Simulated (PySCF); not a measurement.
Se(F)4 anion (F4Se), SMILES F[Se](F)(F)F (connectivity only; charge and spin as stated), charge -1, multiplicity 2.

Geometry optimised at PBE0-D3(BJ)/def2-SVPD. The spin state was assumed, not searched. The isomer is the one that the SMILES or the coordinates give; other isomers of the formula were not compared.

Two levels are set side by side: PBE/def2-SVPD (PySCF) and PBE0/def2-SVPD (PySCF). Same geometry, gas phase. Differences are taken from unrounded values.

```json
[
 {"quantity": "α-spin orbital gap (eV)", "PBE": "4.25"},
 {"quantity": "β-spin orbital gap (eV)", "PBE": "2.65"},
 {"quantity": "mean polarisability (bohr³)", "PBE": "51.1"}
]
```

Q: These are the PBE values. What does PBE0 give? (Estimate from the structure and the level; the computed values follow.)

A: 
```csv
quantity,PBE0,PBE minus PBE0
α-spin orbital gap (eV),6.65,-2.40
β-spin orbital gap (eV),4.80,-2.15
mean polarisability (bohr³),47.0,4.1
```

Loosely held outer electrons make PBE densities more polarisable. Differences between two approximate levels are no errors against the true value.

Rough cost on one machine, each run with all the roots and properties that it gave: PBE0 against PBE within a factor of 2.
